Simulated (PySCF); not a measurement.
# How methods differ on the interval between two levels of Ne³⁺

Ne³⁺ [He] 2s2 2p3 [4S3/2, M_J = 3/2] → Ne³⁺ [He] 2s1 2p4 [4P5/2, M_J = 5/2], as a difference of total energies. Computed with PySCF 2.14 in x2c-TZVPall-2c (5s3p2d1f, 31 functions), with the two-component X2C-1e Hamiltonian. Correlated levels: 1s2 frozen. "Screened" scales the spin-orbit matrix elements by Boettger's factors to mimic the two-electron term; Breit and QED terms are absent.

```csv
method,interval between two levels (cm⁻¹)
GHF (spin-free),185160
GMP2 (spin-free),185310
GHF (screened spin-orbit),184800
GMP2 (screened spin-orbit),184960
```

The labels give the starting determinants; with spin-orbit coupling the two ends relaxed to ⟨J²⟩ = 3.75, ⟨L²⟩ = 0.00, ⟨S²⟩ = 3.75 and ⟨J²⟩ = 8.75, ⟨L²⟩ = 2.00, ⟨S²⟩ = 3.75.
